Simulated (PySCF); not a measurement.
C₃HBrClF, SMILES FC=C=C(Cl)Br. Atoms are numbered in the order given.

```xyz
7

F     -3.2888     0.9456    -0.5259
C     -2.5644    -0.1068    -0.1452
C     -1.2596    -0.1570    -0.2526
C      0.0403    -0.2523    -0.3256
Cl     0.8628    -0.8921    -1.7010
Br     1.1659     0.3050     1.0779
H     -3.1728    -0.9214     0.2644
```

Coordinates come from a ωB97X-D3(BJ)/def2-SVP optimisation. This is a generated structure with no PubChem entry under its InChIKey; it may be hypothetical.

Two levels are set side by side: PBE/pcSseg-1 (PySCF) and PBE0/pcSseg-1 (PySCF). GIAO shifts against CFCl3 (¹⁹F), HCl (³⁵Cl), TMS (¹H), TMS (¹³C) at the same level; non-relativistic, no solvent, atoms listed together averaged. Without spin–orbit terms, shifts of atoms bonded to Cl or Br come out too high at both levels. Differences are taken from unrounded values.

```json
[
 {"quantity": "δ(¹⁹F) of F1 (ppm)", "PBE0": "-137.6"},
 {"quantity": "δ(¹³C) of C2 (ppm)", "PBE0": "139.6"},
 {"quantity": "δ(¹³C) of C3 (ppm)", "PBE0": "207.8"},
 {"quantity": "δ(¹³C) of C4 (ppm)", "PBE0": "123.4"},
 {"quantity": "δ(³⁵Cl) of Cl5 (ppm)", "PBE0": "387.3"},
 {"quantity": "δ(¹H) of H7 (ppm)", "PBE0": "7.66"}
]
```

Problem. What does PBE give, and how far is it from PBE0? (An estimate is asked for; the answer gives what the named calculation found.)

Solution. 
| quantity | PBE | PBE minus PBE0 |
|---|---|---|
| δ(¹⁹F) of F1 (ppm) | -139.1 | -1.5 |
| δ(¹³C) of C2 (ppm) | 138.2 | -1.4 |
| δ(¹³C) of C3 (ppm) | 204.7 | -3.1 |
| δ(¹³C) of C4 (ppm) | 124.4 | 0.9 |
| δ(³⁵Cl) of Cl5 (ppm) | 430.1 | 42.8 |
| δ(¹H) of H7 (ppm) | 7.63 | -0.03 |

Rough cost on one machine, each run with all the roots and properties that it gave: PBE0 against PBE within a factor of 2.
